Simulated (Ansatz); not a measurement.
Reactions of CH$_{4}$AlFS (`[CH3][Al]([F])[SH]`).

Calculated with Ansatz (gas phase, PBE0-D4/def2-TZVP geometries, no zero-point term in ΔE). CCSD(T)/CBS adds triple-zeta CCSD(T) − MP2 to the extrapolated MP2 energy (def2 sets, frozen cores). This one scheme is used for every species, atoms too. No spin–orbit coupling; open shells (•) take unrestricted orbitals. Spin–orbit coupling would lower the free atoms: a little for F. Bonds to Br are less sure, by a few kJ/mol each and by 10 to 20 or more in all where they break to atoms, as the def2 sets lack core-valence functions. Scalar relativity is left out up to krypton. One conformer a species, not always the lowest.

| reaction | MP2/CBS(def2) (eV) |
| --- | --- |
| `[CH3][Al]([F])[SH]` + HBr → `[F][Al]([SH])[Br]` + CH₄ | -1.71 |
| `[CH3][Al]([F])[SH]` + `CO[Si](N)(F)F` → `CN[Si](F)(F)OC` + `[F][AlH][SH]` | 0.98 |
| `[CH3][Al]([F])[SH]` + `[OH][AlH][Cl]` → `[F][Al]([SH])[Cl]` + `[CH3][AlH][OH]` | 0.17 |
| `[CH3][Al]([F])[SH]` + HBr → `[CH3][Al]([SH])[Br]` + H–F | 0.11 |
| `[CH3][Al]([F])[SH]` + H₂S → `[F][Al]([SH])[SH]` + CH₄ | -1.18 |
| `[CH3][Al]([F])[SH]` + H₂ → `[CH3][AlH][SH]` + H–F | 1.81 |
| `[CH3][Al]([F])[SH]` + H₂S → `[CH3][Al]([SH])[SH]` + H–F | 0.68 |
| `[CH3][Al]([F])[SH]` + `COB(S)OC` → `[F][Al]([SH])[SH]` + `COB(C)OC` | -0.49 |
| `[CH3][Al]([F])[SH]` → `[CH3][Al][SH]`• + F• | 7.32 |
| `[CH3][Al]([F])[SH]` + `O[SiH]([SiH3])N[SiH3]` → `[CH3][Al]([F])[NH][SiH3]` + `O[SiH]([SiH3])S` | 0.15 |

Q: Give the CCSD(T)/CBS values in the same order. (An estimate is asked.)

A: Computed: -1.65, 0.94, 0.17, 0.17, -1.14, 1.75, 0.72, -0.50, 6.99, 0.16 eV.

Largest T1 diagnostic: 0.014, for `[CH3][Al][SH]`•.
